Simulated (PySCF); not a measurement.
CH₅AlFNO. Atoms are numbered in the order given.

```xyz
10

Al    -0.0423    -0.5011     0.0000
F     -1.6873    -0.7553     0.0000
O      0.5826     1.0639     0.0000
C      0.1494     2.3903     0.0000
H      0.5301     2.9235     0.8903
H     -0.9535     2.4827     0.0000
H      0.5301     2.9235    -0.8903
N      1.0394    -1.8843     0.0000
H      0.7438    -2.8542     0.0000
H      2.0518    -1.8258     0.0000
```
Charge 0, spin multiplicity 1.

Coordinates come from a r2SCAN-D4/def2-SVP optimisation. The structure was generated by enumeration; whether it is a known compound was not checked. The values are those of a single conformer.

Method: PySCF with PBE/pcSseg-1.

GIAO shieldings, no solvent; atoms alike by connectivity are averaged. δ = σ(ref) − σ: ¹⁹F against CFCl3 (σ = 133.6 ppm); ¹⁷O against H2O (σ = 334.3 ppm); ¹³C against TMS (σ = 182.0 ppm); ¹H against TMS (σ = 31.49 ppm); ¹⁵N against NH3 (σ = 267.0 ppm), references at their B3LYP-D3(BJ)/def2-TZVP geometries, non-relativistic.

| nucleus | atoms | count | δ (ppm) |
|---|---|---|---|
| ¹⁹F | F2 | 1 | -227.2 |
| ¹⁷O | O3 | 1 | 8.7 |
| ¹³C | C4 | 1 | 58.5 |
| ¹H | H5, H6, H7 | 3 | 4.35 |
| ¹H | H9, H10 | 2 | 0.18 |
| ¹⁵N | N8 | 1 | 0.4 |
